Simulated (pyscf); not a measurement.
This saddle point was located with ωB97X-D3(BJ)/def2-SVP in PySCF.

```
C
C 1 1.3906
H 2 1.1012 1 120.12
H 2 1.1025 3 117.56 1 171.44
H 1 1.1615 2 83.87 3 66.35
C 1 1.4783 5 123.57 2 -145.80
H 6 1.0949 1 117.03 5 149.06
H 6 1.0949 7 115.27 1 144.98
C 1 1.5090 5 114.49 2 143.94
H 9 1.0935 1 117.73 5 8.80
H 9 1.0948 10 115.31 1 142.27
```
Charge +1, spin multiplicity 1.

Surface: singlet, charge 1. Lowest wavenumbers (cm⁻¹): 686i, 286, 383, 590, 767.

Problem. What reaction is this the transition state of?

Solution. C₄H₇+ (SMILES [CH2+]C1CC1) <-> C₄H₇+ (SMILES C[C+]1CC1), a hydrogen shift read from left to right: C–H broken and C–H formed. At CCSD(T)/def2-TZVPP + ΔMP2(QZVPP) it lies +32.9 kcal/mol from the left side and +14.7 kcal/mol from the right (each side as separated species at their lowest minima found). cyclic C₄H₇+ (SMILES [CH2+]C1CC1) lies 10.3 kcal/mol over its isomer H₂C⁺–CH=CH–CH₃, and others may lie lower still (electronic energy, ωB97M-D3(BJ)). cyclic C₄H₇+ (SMILES C[C+]1CC1) lies 24.1 kcal/mol over its isomer H₂C⁺–CH=CH–CH₃, and others may lie lower still (electronic energy, ωB97M-D3(BJ)). One saddle was located; it need not be the lowest between these sides. The CCSD(T) − MP2 part came from Ansatz, without density fitting, on the same reference.
